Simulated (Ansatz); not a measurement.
`C[N](C)[In][OH]` radical, relaxed with UKS PBE0-D4/def2-TZVP in the Gaussian-basis code of Ansatz from a GFN2-xTB geometry. The force threshold is 0.005 eV/Å; the program also tests the step.

Charge 0, multiplicity 2. In takes the def2 core potential.

Start:

```xyz
12

C    -1.357    0.284   -0.371
N    -0.026    0.628   -0.723
C     0.730   -0.471   -1.205
In    1.139    1.630    1.321
O     0.908    0.075    2.532
H    -1.399   -0.561    0.329
H    -1.842    1.152    0.080
H    -1.921   -0.013   -1.266
H     0.707   -1.330   -0.520
H     1.765   -0.154   -1.353
H     0.326   -0.817   -2.166
H     0.972   -0.422    3.341
```

Problem. How much energy does the relaxation release, and in how many steps? (An estimate is asked.)

Solution. The calculation gave: 31.84 kJ/mol, in 13 steps, 1 of them rejected.

Problem. Which bonds change most? (An estimate is asked.)

Solution. Computed: In4–O5 from 1.985 to 2.079 Å; N2–In4 from 2.557 to 2.578 Å; O5–H12 from 0.952 to 0.960 Å; C1–N2 from 1.419 to 1.426 Å.

Problem. Give the relaxed structure. (Best estimate.)

Solution. The calculation gave: 
```xyz
12

C    -1.351    0.325   -0.323
N     0.032    0.609   -0.517
C     0.766   -0.450   -1.127
In    1.202    1.719    1.494
O     0.674   -0.214    2.048
H    -1.433   -0.311    0.572
H    -1.908    1.245   -0.130
H    -1.799   -0.213   -1.169
H     0.958   -1.208   -0.352
H     1.731   -0.090   -1.489
H     0.216   -0.931   -1.946
H     0.912   -0.481    2.939
```
